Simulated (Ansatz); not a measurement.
One change: `CO[SiH2]S[SiH](F)F` becomes `CO[SiH2]S[SiH2]F`.

Ansatz, PBE0-D4/def2-TZVP geometries, multiplicity 1. Each molecule was computed in one conformer, which needn't be the lowest.

```tsv
property	`CO[SiH2]S[SiH](F)F`
LUMO energy (B3LYP/def2-TZVPP) / eV	-0.54
HOMO energy (PBE/def2-TZVPP) / eV	-6.74
LUMO energy (ωB97M-V/def2-TZVPP) / eV	1.42
HOMO energy (PBE0/def2-TZVPP) / eV	-7.98
size of the dipole moment (ωB97M-V/def2-TZVPP) / D	2.75
HOMO energy (B3LYP/def2-TZVPP) / eV	-7.72
```

Question: What does the change do to each property? (Estimate.)

Answer: Computed: 
```csv
property,`CO[SiH2]S[SiH2]F`,shift
LUMO energy (B3LYP/def2-TZVPP) / eV,-0.56,-0.02
HOMO energy (PBE/def2-TZVPP) / eV,-6.51,0.23
LUMO energy (ωB97M-V/def2-TZVPP) / eV,1.39,-0.03
HOMO energy (PBE0/def2-TZVPP) / eV,-7.74,0.24
size of the dipole moment (ωB97M-V/def2-TZVPP) / D,1.24,-1.51
HOMO energy (B3LYP/def2-TZVPP) / eV,-7.48,0.24
```

Dipoles are sizes alone; their direction can turn.

B3LYP here is the variant with VWN-RPA as its local correlation; programs differ in this.
